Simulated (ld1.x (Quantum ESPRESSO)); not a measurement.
Before and after: TM potential for rubidium (Rb)

Rb, norm-conserving Troullier–Martins (Kleinman–Bylander form), made with ld1.x (Quantum ESPRESSO) 7.5 (PBE, scalar-relativistic). Core [Ar] 3d10 4s2, reference 4p6 5s1 5p0. Waves: 5s (bound): rc 4.20 bohr; 4d channel at -0.15 Ry: rc 3.95 bohr; 4p (bound): rc 2.15 bohr. Local part: the p channel. Core correction: a·sin(br)/r model core, default radius (core density twice the valence density).

All-electron outer shells of the reference configuration (PBE, scalar-relativistic, ld1.x):

```tsv
shell	level (eV)	outermost node (bohr)	outermost maximum (bohr)
3d	-103.96	–	0.39
4s	-31.89	0.62	1.25
4p	-15.96	0.64	1.42
5s	-2.23	1.79	4.38
5p	-0.75	2.21	6.21
```

Change: wave 4p (bound): rc 2.15 bohr becomes 4p (bound): rc 1.52 bohr.

Cutoffs: the cutoffs (Ry, on a coarse ladder) from which the occupation-weighted sum of valence levels, in a spherical-Bessel basis at the reference potential, stays within 10 and 1 mRy of its value at 400 Ry; they do not see the model core or the augmentation charge, which bear on the density cutoff. Errors are all-electron minus pseudo energies relative to the spin-unpolarised reference configuration.

How do hardness, ghosts and transferability respond?

The potential gets harder (15 Ry and 30 Ry → 35 Ry and 80 Ry); both files keep a bound ghost (d, s); of the 3 tests that both files solve, the error grows in 1 and shrinks in 1 by more than 15 % and 0.3 meV (median size 0.8 → 0.8 meV); the range in which the s phases agree widens (upper end 1.1 → 3.6). A smaller radius makes the pseudo-wave follow the all-electron one further in, where it bends more sharply, so more plane waves are needed.

```csv
quantity,base,changed
"cutoff, loose",15 Ry,35 Ry
"cutoff, tight",30 Ry,80 Ry
loose cutoff by channel (10 mRy a level),"s 6 Ry, p 12 Ry","s 6 Ry, p 30 Ry"
bound ghosts,"d, s","d, s"
"tests counted (converged, no solver errors)",3 of 4,3 of 4
"error for 4p6 5s0 5p0, meV [ΔE 4.15 eV]",-0.8,-0.8
"error for 4p6 5s0.5 5p0, meV [ΔE 1.58 eV]",-0.1,-0.8
"error for 4p6 5s0 5p1, meV [ΔE 1.52 eV]",+5.9,+0.5
s: phases at 4.57 bohr within 0.05 rad from the reference energy up to (Ry; the scan ends near 5),1.1,3.6
p: phases at 4.57 bohr within 0.05 rad from the reference energy up to (Ry; the scan ends near 5),1.8,2.1
d: phases at 4.57 bohr within 0.05 rad from the reference energy up to (Ry; the scan ends near 5),0.7,0.7
```

Base: Tests not counted: 4p5 5s1 5p0 (solver errors, printed error +116 meV). Changed file: Tests not counted: 4p5 5s1 5p0 (solver errors, printed error -2.6 eV). A true bound ghost makes a file unfit for plane-wave use even where its test errors are small: the radial tests pick states by their node count and pass the ghost by. Where a test does run into it, the solver fails or the error is huge.
